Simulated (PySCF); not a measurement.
Excitation energy of Ar²⁺ by level of theory

Ar²⁺ [Ne] 3s2 3p4 (3P) → Ar²⁺ [Ne] 3s2 3p3 3d1 (5D), as a difference of total energies. All numbers are calculated (PySCF 2.14, the spin-free X2C one-electron Hamiltonian (Gaussian nucleus), in dyall-av3z (19s12p3d2f, 84 functions)). Correlated levels: valence: [Ne] frozen; virtual orbitals above 40 to 60 times the deepest correlated orbital energy dropped. The calculations carry no spin-orbit coupling.

| method | excitation energy (eV) |
| --- | --- |
| UHF | 18.537 |
| PBE | 19.113 |
| r2SCAN | 19.221 |
| PW91 | 19.159 |
| BLYP | 19.358 |
| M06 | 19.585 |
| BHandHLYP | 19.429 |
| MP2 (valence) | 19.205 |
| SCS-MP2 (valence) | 19.374 |

Task: Estimate what LDA gives.

Result: 19.374 eV, closest to SCS-MP2 (valence) among the rows shown.

Task: Estimate what PBE0 gives.

Result: 19.161 eV, closest to PW91 among the rows shown.

A first-order spin-orbit estimate (lowest level to lowest level, LS coupling) adds 0.061 eV.

The promoted electron is Rydberg-like, and one or two diffuse shells describe it only roughly, which tends to raise the upper state.
